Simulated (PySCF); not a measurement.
Species: C₆H₁₀N (doublet state).
Cartesian coordinates in Å at the GFN2-xTB level; atoms count from 1:
```xyz
17
C6H10N angstrom
C     -2.4995    1.3409    0.3370
C     -1.3577    0.6644    0.2617
C     -1.2973   -0.7427   -0.0590
C     -0.2182   -1.5210   -0.1359
C      1.2497   -1.2134    0.0898
C      1.6883    0.1748    0.3401
N      1.8779    1.0577   -0.7277
H     -3.4529    0.8684    0.1602
H     -2.5257    2.3898    0.5783
H     -0.4175    1.1615    0.4405
H     -2.2614   -1.2013   -0.2557
H     -0.3700   -2.5660   -0.3857
H      1.5591   -1.8355    0.9397
H      1.7768   -1.6015   -0.7942
H      1.6325    0.6099    1.3209
H      2.1144    0.5931   -1.5947
H      2.4944    1.8330   -0.5254
```

The hyperfine couplings belong to this conformer and change with its torsions.

The species is `C=C/C=C\C[CH]N` [radical].

Theory: UKS B3LYP, pcH-1 on C H N, non-relativistic, mean-field spin-orbit, GIAO in PySCF 2.14.0. The structure is a single GFN2-xTB conformer in the gas phase; no vibrational or solvent corrections. GFN2-xTB frequencies show an imaginary mode (44i cm⁻¹), so this geometry is no minimum at that level. A GFN2-xTB geometry isn't a minimum of the functional, and hyperfine couplings can be far from their values at a DFT geometry. No stability test was run, so a lower SCF solution isn't excluded.

Principal values of hyperfine tensors in MHz (contact and dipolar terms together), for some of the nuclei:

```
atom  isotope      A1      A2      A3
  C6      13C   12.89   13.74  233.86
  C4      13C   70.10   72.00   84.78
 H15       1H  -87.64  -52.98  -17.65
 H13       1H   29.71   30.95   44.78
 H14       1H   28.30   29.15   42.24
 H17       1H   12.76   18.19   42.97
  N7      14N    7.76    8.19   40.37
 H16       1H   -5.28    1.56   24.05
```

(1) Split each tensor into its isotropic and traceless parts, and turn a_iso into mT with g = 2.0027.

(2) What spin density at the nucleus of H17 lies behind its contact coupling (g_N = 5.58569)?

(3) C5 (13C, g_N = 1.40482) isn't in the table. Its spin density at the nucleus is -0.02713 bohr⁻³. What is its contact coupling?

(4) Which nucleus of the table has the largest anisotropic coupling, and what is its form?

(5) What first-order splitting does C4 cause when the field lies along A1, A2 or A3 of its tensor (g taken as isotropic, no quadrupole term)?

Answers

(1) a_iso = (A1 + A2 + A3)/3, Ti = Ai − a_iso; 1 mT corresponds to 28.030 MHz.

| atom | a_iso (MHz) | a_iso (mT) | T1 | T2 | T3 |
| --- | --- | --- | --- | --- | --- |
| C6 | 86.83 | 3.098 | -73.94 | -73.09 | 147.03 |
| C4 | 75.63 | 2.698 | -5.53 | -3.63 | 9.15 |
| H15 | -52.76 | -1.882 | -34.88 | -0.23 | 35.11 |
| H13 | 35.15 | 1.254 | -5.43 | -4.20 | 9.63 |
| H14 | 33.23 | 1.186 | -4.93 | -4.08 | 9.00 |
| H17 | 24.64 | 0.879 | -11.88 | -6.45 | 18.33 |
| N7 | 18.77 | 0.670 | -11.02 | -10.58 | 21.60 |
| H16 | 6.78 | 0.242 | -12.05 | -5.22 | 17.27 |

(2) a_FC = (2μ0/3) gₑ μB g_N μN ρ(0)/(2S·h) = 800.24 MHz × g_N × ρ(0)/(2S), with ρ in bohr⁻³. With a_FC = 24.64 MHz and 2S = 1, ρ(0) = 0.005512 bohr⁻³. In magnitude that is 1.7 % of the 1/π = 0.318 of a free hydrogen atom.

(3) By the same relation, a_FC = -30.5 MHz. Its full tensor has the principal values -32.22, -31.61, -27.67 MHz.

(4) C6: -73.9, -73.1, 147.0 MHz, axial, in the ratio −1:−1:+2, the form that spin in one p orbital centred on that nucleus gives.

(5) 2 lines (I = 1/2), spaced by |A_i|/(g × 13.996): 2.50, 2.57, 3.02 mT along the axes of A1, A2 and A3.

Time: 32 s of wall time (with the writing of density and orbital grids); peak memory 0.97 GiB. Hardware: one thread, AMD EPYC 9B45 (x86_64), on a shared host.
